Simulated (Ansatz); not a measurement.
Ansatz results at the PBE0-D4/def2-TZVP geometry: HOMO energy (PBE0/def2-TZVPP) -7.59 eV; HOMO energy (B3LYP/def2-TZVPP) -7.40 eV; size of the dipole moment (B3LYP/def2-TZVPP) 1.31 D.

**Question.** Which molecule gave them?
A. `C[SiH]1C=CS1`
B. `FC1([SiH3])COC1`
C. `C=NC(=C)C`
D. `F[B]1C=[CH][GeH2]1`

**Answer.** D. The others give `FC1([SiH3])COC1`: -7.54, -7.33, 0.89; `C=NC(=C)C`: -6.76, -6.56, 1.17; `C[SiH]1C=CS1`: -6.36, -6.13, 1.71.

B3LYP here is the variant with VWN-RPA as its local correlation; programs differ in this.
